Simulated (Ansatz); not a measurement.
These are PBE0-D4/def2-SVP (Ansatz, a quantum-chemistry and plane-wave program) values and carry that method's errors. No frequencies were computed at this level.

Ansatz 0.2 input:
```yaml
crystal:
  periodic: [false, false, false]
  atoms:
    - { symbol: B, position_ang: [2.467529, 0.150103, -0.069393] }
    - { symbol: C, position_ang: [0.993825, -0.2163, 0.02056] }
    - { symbol: C, position_ang: [-0.105778, 0.605204, -0.105067] }
    - { symbol: C, position_ang: [-1.337124, -0.057924, 0.034197] }
    - { symbol: S, position_ang: [-2.919324, 0.714541, -0.074072] }
    - { symbol: C, position_ang: [-1.185184, -1.398728, 0.268958] }
    - { symbol: S, position_ang: [0.4584, -1.854542, 0.321217] }
    - { symbol: H, position_ang: [3.283283, -0.675383, 0.062376] }
    - { symbol: H, position_ang: [2.763037, 1.262089, -0.272539] }
    - { symbol: H, position_ang: [-0.01827, 1.661313, -0.293196] }
    - { symbol: H, position_ang: [-2.440038, 1.934802, -0.304845] }
    - { symbol: H, position_ang: [-1.960357, -2.125174, 0.411804] }
basis:
  gaussian: { orbitals: def2-svp }
hamiltonian:
  xc: pbe0
  dispersion: d4
relax:
  max_steps: 150
```

Output:

```
[...]
1460 factors; integrals over basis functions are off by at most 4.5e-4 eV
mean field -26551.88259738 eV, -975.7636879412 hartree, gradient 1.3e-5 eV, S^2 0.000000; 0 other end points of the search recorded, 0 dependent functions left out
reference -26551.88262436 eV, -975.7636889328 hartree; 33, 33 occupied and 98, 98 virtual orbitals, 1460 factors
relax step  11: F+E_penalty+E_count = -26552.22197940 eV  Δ(F+E_penalty+E_count) = -7.189e-5 eV  max|allowed force component| = 6.970e-2 eV/Å  Δτ_max = 0.0696 Å  (32 SCF iters, accepted)
these checks for a lower state are left out or cut short: starts, cluster_reference, orbital_swaps, neighbouring_geometries, increment
1460 factors; integrals over basis functions are off by at most 4.5e-4 eV
mean field -26551.88363948 eV, -975.7637262378 hartree, gradient 1.2e-5 eV, S^2 0.000000; 0 other end points of the search recorded, 0 dependent functions left out
reference -26551.88366654 eV, -975.7637272321 hartree; 33, 33 occupied and 98, 98 virtual orbitals, 1460 factors
relax step  12: F+E_penalty+E_count = -26552.22293810 eV  Δ(F+E_penalty+E_count) = -9.587e-4 eV  max|allowed force component| = 1.003e-1 eV/Å  Δτ_max = 0.0449 Å  (32 SCF iters, accepted)
these checks for a lower state are left out or cut short: starts, cluster_reference, orbital_swaps, neighbouring_geometries, increment
1460 factors; integrals over basis functions are off by at most 4.5e-4 eV
mean field evaluation 96: about -26551.8861 eV, gradient 3.0e-4 eV
mean field -26551.88606619 eV, -975.7638154178 hartree, gradient 2.4e-5 eV, S^2 0.000000; 0 other end points of the search recorded, 0 dependent functions left out
reference -26551.88609335 eV, -975.7638164158 hartree; 33, 33 occupied and 98, 98 virtual orbitals, 1460 factors
relax step  13: F+E_penalty+E_count = -26552.22542897 eV  Δ(F+E_penalty+E_count) = -2.491e-3 eV  max|allowed force component| = 6.805e-2 eV/Å  Δτ_max = 0.1198 Å  (31 SCF iters, accepted)
these checks for a lower state are left out or cut short: starts, cluster_reference, orbital_swaps, neighbouring_geometries, increment
1460 factors; integrals over basis functions are off by at most 4.5e-4 eV
mean field -26551.88725971 eV, -975.7638592786 hartree, gradient 1.1e-5 eV, S^2 0.000000; 0 other end points of the search recorded, 0 dependent functions left out
reference -26551.88728687 eV, -975.7638602767 hartree; 33, 33 occupied and 98, 98 virtual orbitals, 1460 factors
relax step  14: F+E_penalty+E_count = -26552.22647272 eV  Δ(F+E_penalty+E_count) = -1.044e-3 eV  max|allowed force component| = 4.009e-2 eV/Å  Δτ_max = 0.0424 Å  (33 SCF iters, accepted)
these checks for a lower state are left out or cut short: starts, cluster_reference, orbital_swaps, neighbouring_geometries, increment
1460 factors; integrals over basis functions are off by at most 4.6e-4 eV
mean field -26551.87149396 eV, -975.7632798981 hartree, gradient 8.6e-6 eV, S^2 0.000000; 0 other end points of the search recorded, 0 dependent functions left out
reference -26551.87152113 eV, -975.7632808968 hartree; 33, 33 occupied and 98, 98 virtual orbitals, 1460 factors
relax step  15: F+E_penalty+E_count = -26552.21044562 eV  Δ(F+E_penalty+E_count) = +1.603e-2 eV  max|allowed force component| = 7.228e-1 eV/Å  Δτ_max = 0.1991 Å  (32 SCF iters, rejected (line search))
these checks for a lower state are left out or cut short: starts, cluster_reference, orbital_swaps, neighbouring_geometries, increment
1460 factors; integrals over basis functions are off by at most 4.6e-4 eV
mean field -26551.88914532 eV, -975.7639285736 hartree, gradient 1.7e-5 eV, S^2 0.000000; 0 other end points of the search recorded, 0 dependent functions left out
reference -26551.88917251 eV, -975.7639295727 hartree; 33, 33 occupied and 98, 98 virtual orbitals, 1460 factors
relax step  16: F+E_penalty+E_count = -26552.22825903 eV  Δ(F+E_penalty+E_count) = -1.786e-3 eV  max|allowed force component| = 3.698e-2 eV/Å  Δτ_max = 0.0996 Å  (32 SCF iters, accepted)
these checks for a lower state are left out or cut short: starts, cluster_reference, orbital_swaps, neighbouring_geometries, increment
1460 factors; integrals over basis functions are off by at most 4.6e-4 eV
mean field -26551.88831322 eV, -975.7638979944 hartree, gradient 1.7e-5 eV, S^2 0.000000; 0 other end points of the search recorded, 0 dependent functions left out
reference -26551.88834046 eV, -975.7638989954 hartree; 33, 33 occupied and 98, 98 virtual orbitals, 1460 factors
relax step  17: F+E_penalty+E_count = -26552.22731699 eV  Δ(F+E_penalty+E_count) = +9.420e-4 eV  max|allowed force component| = 2.427e-1 eV/Å  Δτ_max = 0.0976 Å  (32 SCF iters, rejected (line search))
these checks for a lower state are left out or cut short: starts, cluster_reference, orbital_swaps, neighbouring_geometries, increment
1460 factors; integrals over basis functions are off by at most 4.6e-4 eV
mean field evaluation 128: about -26551.8214 eV, gradient 1.7e0 eV
mean field -26551.88989136 eV, -975.7639559901 hartree, gradient 1.1e-5 eV, S^2 0.000000; 0 other end points of the search recorded, 0 dependent functions left out
reference -26551.88991859 eV, -975.7639569906 hartree; 33, 33 occupied and 98, 98 virtual orbitals, 1460 factors
relax step  18: F+E_penalty+E_count = -26552.22896298 eV  Δ(F+E_penalty+E_count) = -7.039e-4 eV  max|allowed force component| = 1.408e-2 eV/Å  Δτ_max = 0.0488 Å  (32 SCF iters, accepted)
these checks for a lower state are left out or cut short: starts, cluster_reference, orbital_swaps, neighbouring_geometries, increment
1460 factors; integrals over basis functions are off by at most 4.6e-4 eV
mean field -26551.89040830 eV, -975.7639749873 hartree, gradient 1.1e-5 eV, S^2 0.000000; 0 other end points of the search recorded, 0 dependent functions left out
reference -26551.89043556 eV, -975.7639759890 hartree; 33, 33 occupied and 98, 98 virtual orbitals, 1460 factors
relax step  19: F+E_penalty+E_count = -26552.22942681 eV  Δ(F+E_penalty+E_count) = -4.638e-4 eV  max|allowed force component| = 5.298e-2 eV/Å  Δτ_max = 0.0492 Å  (33 SCF iters, accepted)
these checks for a lower state are left out or cut short: starts, cluster_reference, orbital_swaps, neighbouring_geometries, increment
1460 factors; integrals over basis functions are off by at most 4.6e-4 eV
mean field -26551.88982313 eV, -975.7639534827 hartree, gradient 1.2e-5 eV, S^2 0.000000; 0 other end points of the search recorded, 0 dependent functions left out
reference -26551.88985040 eV, -975.7639544848 hartree; 33, 33 occupied and 98, 98 virtual orbitals, 1460 factors
relax step  20: F+E_penalty+E_count = -26552.22878687 eV  Δ(F+E_penalty+E_count) = +6.399e-4 eV  max|allowed force component| = 1.192e-1 eV/Å  Δτ_max = 0.0553 Å  (33 SCF iters, rejected (line search))
these checks for a lower state are left out or cut short: starts, cluster_reference, orbital_swaps, neighbouring_geometries, increment
1460 factors; integrals over basis functions are off by at most 4.6e-4 eV
mean field -26551.89078742 eV, -975.7639889197 hartree, gradient 1.1e-5 eV, S^2 0.000000; 0 other end points of the search recorded, 0 dependent functions left out
reference -26551.89081469 eV, -975.7639899219 hartree; 33, 33 occupied and 98, 98 virtual orbitals, 1460 factors
relax step  21: F+E_penalty+E_count = -26552.22978037 eV  Δ(F+E_penalty+E_count) = -3.536e-4 eV  max|allowed force component| = 2.165e-2 eV/Å  Δτ_max = 0.0276 Å  (33 SCF iters, accepted)
these checks for a lower state are left out or cut short: starts, cluster_reference, orbital_swaps, neighbouring_geometries, increment
1460 factors; integrals over basis functions are off by at most 4.6e-4 eV
mean field evaluation 160: about -26551.8911 eV, gradient 3.7e-4 eV
mean field -26551.89110133 eV, -975.7640004557 hartree, gradient 1.1e-5 eV, S^2 0.000000; 0 other end points of the search recorded, 0 dependent functions left out
reference -26551.89112861 eV, -975.7640014582 hartree; 33, 33 occupied and 98, 98 virtual orbitals, 1460 factors
relax step  22: F+E_penalty+E_count = -26552.23006036 eV  Δ(F+E_penalty+E_count) = -2.800e-4 eV  max|allowed force component| = 2.141e-2 eV/Å  Δτ_max = 0.0370 Å  (33 SCF iters, accepted)
these checks for a lower state are left out or cut short: starts, cluster_reference, orbital_swaps, neighbouring_geometries, increment
1460 factors; integrals over basis functions are off by at most 4.6e-4 eV
mean field -26551.89135622 eV, -975.7640098228 hartree, gradient 1.2e-5 eV, S^2 0.000000; 0 other end points of the search recorded, 0 dependent functions left out
reference -26551.89138352 eV, -975.7640108261 hartree; 33, 33 occupied and 98, 98 virtual orbitals, 1460 factors
relax step  23: F+E_penalty+E_count = -26552.23025340 eV  Δ(F+E_penalty+E_count) = -1.930e-4 eV  max|allowed force component| = 4.526e-2 eV/Å  Δτ_max = 0.0553 Å  (33 SCF iters, accepted)
these checks for a lower state are left out or cut short: starts, cluster_reference, orbital_swaps, neighbouring_geometries, increment
1460 factors; integrals over basis functions are off by at most 4.6e-4 eV
mean field -26551.89140786 eV, -975.7640117204 hartree, gradient 1.2e-5 eV, S^2 0.000000; 0 other end points of the search recorded, 0 dependent functions left out
reference -26551.89143518 eV, -975.7640127243 hartree; 33, 33 occupied and 98, 98 virtual orbitals, 1460 factors
relax step  24: F+E_penalty+E_count = -26552.23028870 eV  Δ(F+E_penalty+E_count) = -3.530e-5 eV  max|allowed force component| = 5.317e-2 eV/Å  Δτ_max = 0.0189 Å  (26 SCF iters, accepted)
these checks for a lower state are left out or cut short: starts, cluster_reference, orbital_swaps, neighbouring_geometries, increment
1460 factors; integrals over basis functions are off by at most 4.6e-4 eV
mean field -26551.89157854 eV, -975.7640179928 hartree, gradient 2.2e-5 eV, S^2 0.000000; 0 other end points of the search recorded, 0 dependent functions left out
reference -26551.89160588 eV, -975.7640189974 hartree; 33, 33 occupied and 98, 98 virtual orbitals, 1460 factors
relax step  25: F+E_penalty+E_count = -26552.23044480 eV  Δ(F+E_penalty+E_count) = -1.561e-4 eV  max|allowed force component| = 3.918e-3 eV/Å  Δτ_max = 0.0138 Å  (26 SCF iters, accepted)
these checks for a lower state are left out or cut short: starts, cluster_reference, orbital_swaps, neighbouring_geometries, increment
1460 factors; integrals over basis functions are off by at most 4.6e-4 eV
mean field -26551.89160725 eV, -975.7640190478 hartree, gradient 1.9e-5 eV, S^2 0.000000; 0 other end points of the search recorded, 0 dependent functions left out
reference -26551.89163459 eV, -975.7640200528 hartree; 33, 33 occupied and 98, 98 virtual orbitals, 1460 factors
relax step  26: F+E_penalty+E_count = -26552.23046369 eV  Δ(F+E_penalty+E_count) = -1.888e-5 eV  max|allowed force component| = 5.518e-3 eV/Å  Δτ_max = 0.0126 Å  (26 SCF iters, accepted)
these checks for a lower state are left out or cut short: starts, cluster_reference, orbital_swaps, neighbouring_geometries, increment
1460 factors; integrals over basis functions are off by at most 4.6e-4 eV
mean field evaluation 192: about -26551.8916 eV, gradient 3.7e-4 eV
mean field -26551.89160924 eV, -975.7640191210 hartree, gradient 1.1e-5 eV, S^2 0.000000; 0 other end points of the search recorded, 0 dependent functions left out
reference -26551.89163661 eV, -975.7640201270 hartree; 33, 33 occupied and 98, 98 virtual orbitals, 1460 factors
relax step  27: F+E_penalty+E_count = -26552.23044450 eV  Δ(F+E_penalty+E_count) = +1.919e-5 eV  max|allowed force component| = 2.338e-2 eV/Å  Δτ_max = 0.0228 Å  (34 SCF iters, rejected (line search))
these checks for a lower state are left out or cut short: starts, cluster_reference, orbital_swaps, neighbouring_geometries, increment
1460 factors; integrals over basis functions are off by at most 4.6e-4 eV
mean field -26551.89162947 eV, -975.7640198644 hartree, gradient 1.5e-5 eV, S^2 0.000000; 0 other end points of the search recorded, 0 dependent functions left out
reference -26551.89165683 eV, -975.7640208699 hartree; 33, 33 occupied and 98, 98 virtual orbitals, 1460 factors
relax step  28: F+E_penalty+E_count = -26552.23047446 eV  Δ(F+E_penalty+E_count) = -1.078e-5 eV  max|allowed force component| = 2.903e-3 eV/Å  Δτ_max = 0.0112 Å  (26 SCF iters, accepted)
1460 factors; integrals over basis functions are off by at most 4.6e-4 eV
mean field -26551.89162947 eV, -975.7640198644 hartree, gradient 1.5e-5 eV, S^2 0.000000; 1 other end points of the search recorded, 0 dependent functions left out
reference -26551.89165683 eV, -975.7640208699 hartree; 33, 33 occupied and 98, 98 virtual orbitals, 1460 factors
Total energy: -26552.23050182 eV, -975.7764731937 hartree
Atom 0 at     2.502665     0.105735    -0.086907 Å, force     0.000180    -0.000371     0.001637 eV/Å
Atom 1 at     1.018020    -0.208100     0.024480 Å, force     0.000348     0.001245    -0.000546 eV/Å
Atom 2 at    -0.058732     0.669151     0.030048 Å, force    -0.000195    -0.000241    -0.000866 eV/Å
Atom 3 at    -1.315629     0.031679     0.150100 Å, force     0.000981    -0.002143     0.000089 eV/Å
Atom 4 at    -2.882525     0.843446     0.266152 Å, force     0.000102     0.002903    -0.002623 eV/Å
Atom 5 at    -1.185959    -1.343212     0.250039 Å, force    -0.000199     0.000596     0.000817 eV/Å
Atom 6 at     0.439400    -1.835832     0.202558 Å, force     0.000211    -0.000493    -0.000315 eV/Å
Atom 7 at     3.327322    -0.776753    -0.051662 Å, force    -0.000287     0.000186    -0.000472 eV/Å
Atom 8 at     2.849596     1.256694    -0.212517 Å, force    -0.000031    -0.000235    -0.000522 eV/Å
Atom 9 at     0.067426     1.750512    -0.046247 Å, force    -0.000428     0.000095     0.000646 eV/Å
Atom 10 at    -2.763361     1.571254    -0.866169 Å, force    -0.000672    -0.001691     0.002402 eV/Å
Atom 11 at    -1.998223    -2.064572     0.340124 Å, force    -0.000011     0.000150    -0.000248 eV/Å
Dipole moment:    -0.204583     0.006022    -0.147249 e Å
```

Cost: roughly 3 core-minutes.
